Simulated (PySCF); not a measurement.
SMILES [Al]([CH2]CC)([Cl])[F] (C₃H₇AlClF), singlet, CAM-B3LYP/def2-SVP optimised geometry.

```
13

Al     1.18    -0.92     0.00
Cl     3.27    -0.92     0.00
F      0.47    -2.41     0.00
C      0.11     0.69     0.00
C     -1.41     0.49    -0.01
C     -2.19     1.80    -0.02
H      0.42     1.30    -0.87
H      0.42     1.30     0.88
H     -1.70    -0.11    -0.88
H     -1.71    -0.11     0.87
H     -1.95     2.41     0.87
H     -3.27     1.62    -0.03
H     -1.94     2.40    -0.91
```

Density from CAM-B3LYP/def2-TZVP in PySCF at that geometry.

Minimum of the electron density along straight lines between bonded atoms, close to the bond critical point (lines longer than 1.1 times the sum of covalent radii, or with two minima, are not listed):

| bond | length / Å | ρ at the minimum / e bohr⁻³ | ∇²ρ there / e bohr⁻⁵ | position (fraction from the first atom) |
|---|---|---|---|---|
| Al1–Cl2 | 2.090 | [?] | [?] | 0.38 |
| Al1–F3 | 1.657 | 0.112 | 0.89 | 0.44 |
| Al1–C4 | 1.934 | 0.093 | 0.25 | 0.41 |
| C4–C5 | 1.534 | 0.240 | -0.58 | 0.50 |
| C5–C6 | 1.524 | 0.249 | [?] | 0.50 |
| C4–H7 | 1.106 | 0.264 | -0.86 | 0.64 |
| C4–H8 | 1.106 | 0.265 | -0.86 | 0.64 |
| C5–H9 | 1.103 | 0.274 | -0.93 | 0.64 |
| C5–H10 | 1.103 | 0.274 | -0.93 | 0.64 |
| C6–H11 | 1.102 | 0.272 | -0.92 | 0.64 |
| C6–H12 | 1.101 | 0.273 | -0.92 | 0.64 |
| C6–H13 | 1.102 | 0.272 | -0.92 | 0.64 |

Problem. Complete the blanks.

Solution. 
- Al1–Cl2, ρ at the minimum / e bohr⁻³: 0.077
- Al1–Cl2, ∇²ρ there / e bohr⁻⁵: 0.30
- C5–C6, ∇²ρ there / e bohr⁻⁵: -0.63
